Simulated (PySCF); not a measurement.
Simulation results for CH8AlBSi, C2H7AlB

Calculation on a computer-drawn molecule: the log of a Hartree-Fock and frozen-core CCSD(T) single point meant for a local Hartree-Fock minimum, with one planted fault or none, to be diagnosed. Offsets are logged minus clean, where the clean run is the same molecule without the fault. The reference is restricted for singlets and unrestricted otherwise, and also for a bond in bohr or an excited solution. Adding or removing an electron swaps singlet and doublet. The excited solution moves the top pair (singlet) or top alpha electron (doublet) to the lowest empty orbital. Highest occupied and lowest empty are orbital energies over both spins, largest force is the largest gradient component, triples share is (T) over the correlation energy, the T1 limit is 0.02 restricted and 0.045 unrestricted, electrons count all cores, a negative frequency is imaginary (commonest isotopes), and the dipole is about the centre of nuclear charge. Program: PySCF 2.14.0.

Common to all runs: meant charge 0; meant basis cc-pV(D+d)Z; logged SCF converged yes; logged CC converged yes; logged SCF stable within its kind yes; possible faults no fault, one electron removed, one electron added, multiplicity raised by two, geometry at a saddle point, SCF held on an excited solution, minimal basis STO-3G, one bond length entered in bohr, all coordinates scaled.

(1) 
```xyz
12
formula=CH8AlBSi meant_multiplicity=1 logged_electrons=46 logged_basis_functions=114 logged_spin_squared=0 logged_highest_occupied=-9.2918 logged_lowest_empty=1.1142 logged_largest_force=6.237e-06 logged_lowest_frequency=54.041 logged_T1_diagnostic=0.012463 logged_D1_diagnostic=0.034646 logged_triples_share=0.026749 logged_dipole_magnitude=1.2571 logged_energy_HF=-598.01973 logged_energy_CCSD(T)=-598.49935 planted_fault=no_fault HF_energy_offset_from_clean_run=0 CCSD(T)_energy_offset_from_clean_run=0
C     -2.1416     1.7855     2.1406
B     -1.1891     1.2877     0.9701
Al    -1.0306     2.3088    -0.9271
Si    -0.1241    -0.4339     1.3207
H     -1.8348     1.4836     3.1463
H     -2.3732     2.8533     2.1474
H     -3.0935     1.2626     1.9453
H      0.1358     3.3499    -1.2098
H     -2.0638     2.0239    -2.1004
H     -0.8307    -1.3731     2.2327
H      0.2239    -1.1809     0.0821
H      1.1562    -0.0395     1.9731
```

Units: logged_highest_occupied, logged_lowest_empty in eV; logged_largest_force in hartree/bohr; logged_lowest_frequency in cm⁻¹; logged_dipole_magnitude in debye; logged_energy_HF, logged_energy_CCSD(T) in hartree; HF_energy_offset_from_clean_run, CCSD(T)_energy_offset_from_clean_run in kcal/mol.

Drawn bonds:
```
atom  other atom  order
   1           2      1
   2           3      1
   2           4      1
   1           5      1
   1           6      1
   1           7      1
   3           8      1
   3           9      1
   4          10      1
   4          11      1
   4          12      1
```

(2) 
```xyz
12
formula=CH8AlBSi meant_multiplicity=1 logged_electrons=47 logged_basis_functions=114 logged_spin_squared=0.7625 logged_highest_occupied=-0.85454 logged_lowest_empty=5.4333 logged_largest_force=0.036883 logged_T1_diagnostic=0.012701 logged_D1_diagnostic=0.034177 logged_triples_share=0.028776 logged_dipole_magnitude=0.79285 logged_energy_HF=-598.00594 logged_energy_CCSD(T)=-598.50722 planted_fault=one_electron_added HF_energy_offset_from_clean_run=8.656 CCSD(T)_energy_offset_from_clean_run=-4.937
C     -2.1416     1.7855     2.1406
B     -1.1891     1.2877     0.9701
Al    -1.0306     2.3088    -0.9271
Si    -0.1241    -0.4339     1.3207
H     -1.8348     1.4836     3.1463
H     -2.3732     2.8533     2.1474
H     -3.0935     1.2626     1.9453
H      0.1358     3.3499    -1.2098
H     -2.0638     2.0239    -2.1004
H     -0.8307    -1.3731     2.2327
H      0.2239    -1.1809     0.0821
H      1.1562    -0.0395     1.9731
```

Units: logged_highest_occupied, logged_lowest_empty in eV; logged_largest_force in hartree/bohr; logged_dipole_magnitude in debye; logged_energy_HF, logged_energy_CCSD(T) in hartree; HF_energy_offset_from_clean_run, CCSD(T)_energy_offset_from_clean_run in kcal/mol.

Drawn bonds:
```
atom  other atom  order
   1           2      1
   2           3      1
   2           4      1
   1           5      1
   1           6      1
   1           7      1
   3           8      1
   3           9      1
   4          10      1
   4          11      1
   4          12      1
```

(3) 
```xyz
11
formula=C2H7AlB meant_multiplicity=2 logged_electrons=37 logged_basis_functions=100 logged_spin_squared=0.7605 logged_highest_occupied=-7.3765 logged_lowest_empty=1.2248 logged_largest_force=0.040307 logged_T1_diagnostic=0.014498 logged_D1_diagnostic=0.055677 logged_triples_share=0.029531 logged_dipole_magnitude=1.2986 logged_energy_HF=-346.32296 logged_energy_CCSD(T)=-346.822 planted_fault=all_coordinates_scaled,by_+6.8_% HF_energy_offset_from_clean_run=22.58 CCSD(T)_energy_offset_from_clean_run=16.22
C     -0.5669    -2.5148     1.7308
B     -0.7568    -0.8714     1.8620
Al    -1.0607     1.2910     2.0764
C     -2.6070     2.0890     3.2632
H      0.4499    -2.9048     2.1531
H     -0.7140    -2.9186     0.6446
H     -1.4167    -2.9871     2.3906
H      0.0048     2.3147     1.2438
H     -3.2645     1.2721     3.7792
H     -2.1701     2.7761     4.1051
H     -3.3178     2.7616     2.6197
```

Units: logged_highest_occupied, logged_lowest_empty in eV; logged_largest_force in hartree/bohr; logged_dipole_magnitude in debye; logged_energy_HF, logged_energy_CCSD(T) in hartree; HF_energy_offset_from_clean_run, CCSD(T)_energy_offset_from_clean_run in kcal/mol.

Drawn bonds:
```
atom  other atom  order
   1           2      1
   2           3      1
   3           4      1
   1           5      1
   1           6      1
   1           7      1
   3           8      1
   4           9      1
   4          10      1
   4          11      1
```
